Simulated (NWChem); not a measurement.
C$_{4}$H$_{7}$B; SMILES B(C)(C)C#C

Q: Give the equilibrium geometry at PBE0/def2-SVP (NWChem) as an XYZ file, with the point group.

A: point group C2; any orientation.
```
12

B      0.0000     0.0000     0.4104
C      0.0000     0.0000    -1.1245
C      0.0000     0.0000    -2.3441
H      0.0000     0.0000    -3.4195
C     -0.0257    -1.3736     1.1714
H     -0.3850    -1.2982     2.2087
H      1.0304    -1.7055     1.2265
H     -0.5659    -2.1709     0.6402
C      0.0257     1.3736     1.1714
H      0.3850     1.2982     2.2087
H     -1.0304     1.7055     1.2265
H      0.5659     2.1709     0.6402
```
